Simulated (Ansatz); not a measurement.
`C=C[SiH2]BF`. Charge 0, multiplicity 1.

```xyz
11

C    -0.783   -1.462    0.855
C    -1.191   -0.601   -0.073
Si   -0.153    0.795   -0.740
B     1.725    0.952    0.027
F     2.187    0.125    0.953
H    -1.425   -2.262    1.215
H     0.206   -1.410    1.298
H    -2.199   -0.720   -0.469
H    -0.838    2.103   -0.508
H    -0.019    0.673   -2.223
H     2.489    1.809   -0.335
```

What are the harmonic wavenumbers in cm⁻¹ at PBE0-D4/def2-TZVP (Ansatz, finite differences of forces, unscaled)? (Estimate.)

Ansatz gave: 54, 88, 115, 247, 339, 426, 481, 565, 658, 727, 830, 835, 927, 1009, 1030, 1050, 1108, 1292, 1315, 1447, 1671, 2181, 2187, 2569, 3128, 3142, 3223.

Is this a minimum?

Yes, all 27 modes are real.

Give the ideal-gas thermochemistry at 298.15 K and 1 bar (rigid rotor, harmonic oscillator; point group Cs, symmetry number 1).

Zero-point energy 195.2 kJ/mol; H(298) − E = 216.8 kJ/mol; entropy 353.1 J/(mol·K), of which translation 164.7, rotation 112.5, vibration 75.9; G(298) − E = 111.5 kJ/mol. Modes under 100 cm⁻¹ are hindered rotations or soft bends, so the harmonic entropy is rough.
